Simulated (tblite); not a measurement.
Species: C₅H₁₄ClFSi₂.
SMILES with atom numbers: `[CH3:1][C@@H:2]([F:3])[CH2:4][CH2:5][C@@H:6]([SiH3:7])[SiH2:8][Cl:9]` (hydrogens: H10, H11, H12 on C1; H13 on C2; H14, H15 on C4; H16, H17 on C5; H18 on C6; H19, H20, H21 on Si7; H22, H23 on Si8)

Structure optimised with GFN2-xTB, isolated species.

(1) What internal coordinates does the optimisation give?

Results:

(1) 
| bond | length (Å) | order |
| --- | --- | --- |
| C1–C2 | 1.520 | single |
| C2–F3 | 1.389 | single |
| C2–C4 | 1.527 | single |
| C4–C5 | 1.523 | single |
| C5–C6 | 1.533 | single |
| C6–Si7 | 1.916 | single |
| C6–Si8 | 1.905 | single |
| Si8–Cl9 | 2.018 | single |
| C1–H10, C1–H11, C1–H12 | 1.087 | single |
| C2–H13 | 1.099 | single |
| C4–H14 | 1.092 | single |
| C4–H15 | 1.092 | single |
| C5–H16 | 1.094 | single |
| C5–H17 | 1.093 | single |
| C6–H18 | 1.098 | single |
| Si7–H19, Si7–H20, Si7–H21 | 1.464 | single |
| Si8–H22 | 1.465 | single |
| Si8–H23 | 1.461 | single |

Bonds in one row agree within 0.01 Å and their mean is given. Orders are formal, as drawn. A selection of angles:
| angle | degrees |
| --- | --- |
| C2–C1–H10 | 109.7 |
| H10–C1–H11 | 108.6 |
| C1–C2–F3 | 108.2 |
| C1–C2–C4 | 114.0 |
| C1–C2–H13 | 110.7 |
| F3–C2–C4 | 107.9 |
| F3–C2–H13 | 105.1 |
| C4–C2–H13 | 110.6 |
| C2–C4–C5 | 112.8 |
| C2–C4–H14 | 107.8 |
| C2–C4–H15 | 108.8 |
| C5–C4–H14 | 109.4 |
| C5–C4–H15 | 110.0 |
| H14–C4–H15 | 107.9 |
| C4–C5–C6 | 113.1 |
| C4–C5–H16 | 108.7 |
| C4–C5–H17 | 109.2 |
| C6–C5–H16 | 109.2 |
| C6–C5–H17 | 109.1 |
| H16–C5–H17 | 107.4 |
| C5–C6–Si7 | 112.9 |
| C5–C6–Si8 | 112.5 |
| C5–C6–H18 | 106.0 |
| Si7–C6–Si8 | 113.2 |
| Si7–C6–H18 | 105.3 |
| Si8–C6–H18 | 106.1 |
| C6–Si7–H19 | 108.0 |
| C6–Si7–H20 | 108.9 |
| C6–Si7–H21 | 111.0 |
| H19–Si7–H20 | 109.9 |
| C6–Si8–Cl9 | 108.1 |
| C6–Si8–H22 | 110.6 |
| C6–Si8–H23 | 113.1 |
| Cl9–Si8–H22 | 107.6 |
| Cl9–Si8–H23 | 107.2 |
| H22–Si8–H23 | 110.1 |

Dihedral angles: C1–C2–C4–C5 70° (synclinal); C2–C4–C5–C6 177° (antiperiplanar); C4–C5–C6–Si7 -65° (synclinal); C5–C6–Si8–Cl9 160° (antiperiplanar).

Si8 (chlorine-bound silicon) is distorted tetrahedral (angles from 107.2° to 113.1°). Si7 (SiH3 silicon) is tetrahedral (angles from 108.0° to 111.0°). Of the pairs four or more bonds apart, Si7···H14 is among the closest relative to their van der Waals radii: 2.88 Å, 87 % of the sum of Bondi's values.

Point group: C1 (no symmetry element, even within 0.4 Å). Its GFN2-xTB frequencies are all real (lowest 24 cm⁻¹). One conformer, not necessarily the lowest. 3 starts were optimised and ended at 0.00, 0.40 and 0.43 kcal/mol (GFN2-xTB); the lowest of these is shown.

These are computed values.
